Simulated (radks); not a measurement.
Spin polarisation of the 2s1 shell in Be+. Start: [He] 2s(up 0.5, down 0.5); electrons of 2s are moved from spin down to spin up, other shells keep equal spins. Calculated with a radial shooting solver on a logarithmic mesh with Libxc functionals: non-relativistic Kohn-Sham, LDA (Slater exchange, Perdew-Wang correlation), spin-polarised, spherical densities, point nucleus.

| moment (Bohr magnetons) | E - E(0) (eV) | e(2s up) (eV) | e(2s down) (eV) | 1s down minus up (eV) |
|---|---|---|---|---|
| 0 | 0.000 | -13.638 | -13.638 | 0.000 |
| 0.25 | -0.029 | -13.850 | -13.390 | 0.125 |
| 0.5 | -0.116 | -14.031 | -13.092 | 0.249 |
| 0.75 | -0.264 | -14.180 | -12.737 | 0.373 |
| 1 | -0.483 | -14.299 | -11.945 | 0.497 |

At moment 1 the spin-polarisation energy is -0.483 eV and the 2s exchange splitting 2.353 eV, that is 2.353 eV per Bohr magneton; E = -I m^2/4 would give I = 1.932 eV.
